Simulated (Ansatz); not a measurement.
Consider the cleavage of the Si–B bond: `N[SiH](Cl)BF` + `N[SiH3]` → `N[SiH](Cl)N[SiH3]` + `BF`.

Computed with Ansatz on PBE0-D4/def2-TZVP structures; ΔE is electronic, products minus reactants. CCSD(T)/CBS is the MP2 limit (def2-TZVPP, def2-QZVPP) plus CCSD(T) − MP2 in def2-TZVPP, frozen cores. This one scheme is used for every species. DFT in def2-TZVPP. B3LYP here is the variant with VWN-RPA as its local correlation; programs differ in this. Each species was taken in one conformer, which may not be the lowest.

`N[SiH](Cl)BF`:

Cartesian coordinates in Å:
```
N 0.182 -1.287 0.860
Si 0.467 -0.175 -0.398
Cl 2.144 1.047 -0.147
B -1.035 1.185 -0.503
F -1.784 1.391 0.569
H -0.199 -0.973 1.738
H 0.754 -2.107 0.978
H 0.743 -0.946 -1.633
H -1.273 1.866 -1.463
```

`N[SiH3]`:

```xyz
7

N     0.784   -0.642    0.333
Si   -0.523    0.388   -0.101
H     1.713   -0.261    0.412
H     0.815   -1.584   -0.022
H    -0.464    1.592    0.768
H    -0.538    0.864   -1.518
H    -1.788   -0.357    0.128
```

`N[SiH](Cl)N[SiH3]`:

Cartesian coordinates in Å:
```
N 0.672 2.090 0.795
Si 0.269 0.995 -0.439
Cl -1.679 1.088 -1.139
N 0.416 -0.601 0.146
Si -0.593 -1.986 -0.128
H 0.219 2.043 1.694
H 0.937 3.033 0.561
H 1.115 1.352 -1.598
H 1.246 -0.777 0.695
H -1.900 -1.884 0.570
H -0.851 -2.200 -1.575
H 0.148 -3.153 0.417
```

`BF`:

```xyz
4

B     0.044   -0.024    0.000
F    -1.111    0.609    0.002
H     1.042    0.635   -0.048
H     0.025   -1.220    0.046
```

Question: Is it downhill or uphill in electronic energy at CCSD(T)/CBS, and by how much? (Best estimate.)

Answer: The calculation gave: Downhill: ΔE = -111.4 kJ/mol.

Question: What do these levels give: B3LYP-D4, ωB97X-V, ωB97M-V, r2SCAN, PBE0, MP2/def2-TZVPP, CCSD/def2-TZVPP, CCSD(T)/def2-TZVPP, MP2/def2-QZVPP, HF/CBS(def2), MP2/CBS(def2), CCSD/CBS(def2)? (Best estimate.)

Answer: Computed: B3LYP-D4 -106.9, ωB97X-V -105.4, ωB97M-V -111.5, r2SCAN -102.9, PBE0 -93.5, MP2/def2-TZVPP -120.3, CCSD/def2-TZVPP -111.3, CCSD(T)/def2-TZVPP -111.1, MP2/def2-QZVPP -120.9, HF/CBS(def2) -117.1, MP2/CBS(def2) -120.6, CCSD/CBS(def2) -111.6 kJ/mol.

Largest T1 diagnostic among the species: 0.013.

The D4 term adds −9.7 kJ/mol with B3LYP and −5.3 kJ/mol with PBE0; it sums over pairs of atoms, weighted by their polarisabilities, and B3LYP, whose exchange is more repulsive, gets the larger term. From PBE to PBE0 (25 % exact exchange), in def2-TZVPP and without D4, ΔE moves by −9.4 kJ/mol.
